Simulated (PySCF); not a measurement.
**Radial density of Re⁺ (rhenium, charge +1)**

B3LYP, [Xe] 4f14 5d5 6s1, high-spin 7S determinant. All numbers are calculated (PySCF 2.14, a scalar-relativistic core potential, in aug-cc-pVDZ-PP with ECP60MDF (5s5p4d2f, 54 functions)). This is the valence pseudo-density: the core potential removes the inner electrons and smooths the orbitals near the nucleus.

| r (bohr) | 4πr²ρ (e/bohr) | 4πr²(ρα − ρβ) |
| --- | --- | --- |
| 0.133 | 3.653e-05 | 0.0000 |
| 0.223 | 0.0003781 | 0.0001 |
| 0.375 | 0.04431 | 0.0057 |
| 0.631 | 3.041 | 0.3016 |
| 1.06 | 11.85 | 2.4418 |
| 1.79 | 5.003 | 3.0048 |
| 3.00 | 1.044 | 1.0118 |
| 5.05 | 0.06479 | 0.0647 |
| 8.50 | 0.0001632 | 0.0002 |

Energies and moments cover only the electrons outside the core potential. Spin-orbit coupling, which splits the p, d and f shells strongly at this Z, is absent.
